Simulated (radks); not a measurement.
Q: Species: Se8+. Configuration: [Ar] 3d8. All-electron calculation, scalar-relativistic Kohn-Sham, SCAN, spin-polarised, spherical densities, finite nucleus; open shells are filled with parallel spins first; meta-GGA in the generalised Kohn-Sham scheme; Fermi nuclear charge, rms radius 4.14 fm. Program: a radial shooting solver on a logarithmic mesh with Libxc functionals. Some entries of the table are withheld. Estimate them.

| orbital | occ. | eigenvalue (eV) | <r^2> (bohr^2) |
|---|---|---|---|
| 1s up | 1 | -12704.35 | 0.002618 |
| 1s down | 1 | -12704.31 | 0.002618 |
| 2s up | 1 | -1788.124 | 0.04517 |
| 2s down | 1 | -1785.199 | 0.04507 |
| 2p up | 3 | -1590.266 | (1) |
| 2p down | 3 | -1588.081 | (2) |
| 3s up | 1 | -375.7354 | 0.3585 |
| 3s down | 1 | -371.4639 | 0.3606 |
| 3p up | 3 | -312.4139 | 0.3757 |
| 3p down | 3 | -308.0901 | 0.3788 |
| 3d up | 5 | -208.7834 | (3) |
| 3d down | 3 | -204.0935 | (4) |

A: 
(1) 2p up <r^2> (bohr^2): 0.03585
(2) 2p down <r^2> (bohr^2): 0.03575
(3) 3d up <r^2> (bohr^2): 0.3917
(4) 3d down <r^2> (bohr^2): 0.3992
